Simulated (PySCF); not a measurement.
Structure problem from calculated spectra and properties.

Formula: C8H15Cl.

- Rotational structure: rotational constants A, B, C: 2.195, 0.895, 0.721 GHz [GFN2-xTB]
- 1H NMR: chemical shifts (computed TMS as zero) by class: 3.63 (1 H), 2.27 (2 H), 1.88 (2 H), 1.75 (1 H), 1.74 (2 H), 1.61 (2 H), 1.48 (2 H), 1.45 (1 H), 1.38 (2 H) ppm [GIAO PBE0/pcSseg-1]
- NMR, other nuclei: isotropic shieldings of nuclei other than C and H, by class: 735 (1 Cl) ppm [GIAO PBE0/pcSseg-1]
- Dipole: 2.50 D [PBE0/pcSseg-1]
- 13C NMR: chemical shifts (computed TMS as zero) by class: 69.4 (1 C), 38.8 (2 C), 31.8 (2 C), 27.7 (2 C), 23.4 (1 C) ppm [GIAO PBE0/pcSseg-1]

Gas-phase values; electronic properties from PySCF, density fitting. Levels stand in brackets. One conformer (not necessarily the lowest) at the GFN2-xTB geometry, without solvent, vibrations or thermal averaging. NMR values are class means; diastereotopic atoms form classes of their own.

Question: What is the compound? Reason from the data.

Answer: Numbering: `[Cl:1][CH:2]1[CH2:3][CH2:4][CH2:5][CH2:6][CH2:7][CH2:8][CH2:9]1`. Its formula, C8H15Cl, gives 1 degree of unsaturation: 1 ring and 0 π bonds in the structure found. 8 carbons fall into 5 classes; from least to most shielded: sp3 C–Cl carbon [C2] (69.4 ppm), ring CH2 carbon [C3/C9] (38.8 ppm, 2 C), ring CH2 carbon [C5/C7] (31.8 ppm, 2 C), ring CH2 carbon [C4/C8] (27.7 ppm, 2 C), ring CH2 carbon [C6] (23.4 ppm). Hydrogen classes from least to most shielded: 1 H on an sp3 C–Cl carbon, C2 (3.63 ppm), 2 H on 2 ring CH2 carbons, C3/C9 (2.27 ppm), 2 H on 2 ring CH2 carbons, C4/C8 (1.88 ppm), 1 H on a ring CH2 carbon, C6 (1.75 ppm), 2 H on 2 ring CH2 carbons, C3/C9 (1.74 ppm), 2 H on 2 ring CH2 carbons, C5/C7 (1.61 ppm), 2 H on 2 ring CH2 carbons, C5/C7 (1.48 ppm), 1 H on a ring CH2 carbon, C6 (1.45 ppm), 2 H on 2 ring CH2 carbons, C4/C8 (1.38 ppm). The other shieldings belong to: 735 ppm, alkyl chlorine [Cl1]. The optimised geometry has point group Cs and is an asymmetric top. Structure: chlorocyclooctane, `ClC1CCCCCCC1`. The assignments are read from this structure; whether some other isomer fits the data as well wasn't checked.
